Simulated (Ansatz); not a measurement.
SnHMe2Cl (C2H7ClSn), relaxed as a singlet with RKS PBE-D4/def2-SVP in Ansatz, starting from the GFN2-xTB geometry. Force threshold 0.02 eV/Å.

In the def2 sets Sn takes a core potential; there is no spin–orbit coupling.

Start:

| atom | x (Å) | y (Å) | z (Å) |
| --- | --- | --- | --- |
| Sn1 | 0.000 | 0.727 | 0.172 |
| H2 | -1.092 | 2.055 | 0.235 |
| C3 | 0.286 | 0.011 | -1.873 |
| H4 | -0.651 | -0.345 | -2.283 |
| H5 | 1.005 | -0.802 | -1.859 |
| H6 | 0.669 | 0.809 | -2.498 |
| C7 | -0.508 | -0.815 | 1.634 |
| H8 | -0.553 | -0.386 | 2.628 |
| H9 | 0.262 | -1.578 | 1.612 |
| H10 | -1.465 | -1.262 | 1.394 |
| Cl11 | 2.047 | 1.585 | 0.837 |

Problem. Estimate the energy that the relaxation releases and the steps that it takes.

Solution. 2.4 kcal/mol, in 5 steps; 16 s on 4 threads of Intel Xeon on a shared host. No frequencies were taken in this run, so the end may be a saddle point.

Problem. Does the start keep its bonding and symmetry?

Solution. By distances, no bond broke or formed. The bond that changes most is Sn1–Cl11, from 2.32 to 2.39 Å (atoms count from 1).

Problem. Predict the relaxed structure.

Solution. 
```
atom   x (Å)   y (Å)   z (Å)
 Sn1  -0.019   0.744   0.171
  H2  -1.120   2.082   0.235
  C3   0.280  -0.004  -1.836
  H4  -0.681  -0.369  -2.250
  H5   1.008  -0.836  -1.810
  H6   0.673   0.805  -2.480
  C7  -0.499  -0.810   1.595
  H8  -0.529  -0.386   2.615
  H9   0.277  -1.598   1.549
 H10  -1.486  -1.253   1.352
Cl11   2.096   1.624   0.858
```
Bond lengths: 2 × C–Sn 2.16 Å; 1 × Cl–Sn 2.39 Å; 6 × C–H 1.11 Å; 1 × H–Sn 1.73 Å.
